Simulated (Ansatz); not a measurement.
Cartesian coordinates in Å:
```
N 0.630 0.202 -0.172
Si -0.983 0.414 -0.667
Br -1.979 -0.914 0.896
H 0.947 -0.366 0.600
H 1.385 0.663 -0.658
```

Charge 0, multiplicity 1.

Problem. List the ωB97M-V/def2-TZVPP orbital energies in eV (Ansatz). (An estimate is asked.)

Solution. Ansatz gave: Occupied: -13156.23, -1808.01, -1708.57, -1536.75, -1536.72, -1536.71, -394.95, -241.42, -181.06, -180.95, -180.92, -148.88, -103.04, -102.99, -102.88, -74.45, -74.42, -74.39, -74.30, -74.30, -27.21, -23.88, -17.22, -17.02, -12.96, -11.65, -10.66, -10.38, -9.14. Lowest empty: 0.30, 1.67, 2.46, 3.57, 3.73, 6.16, 6.36, 6.84.
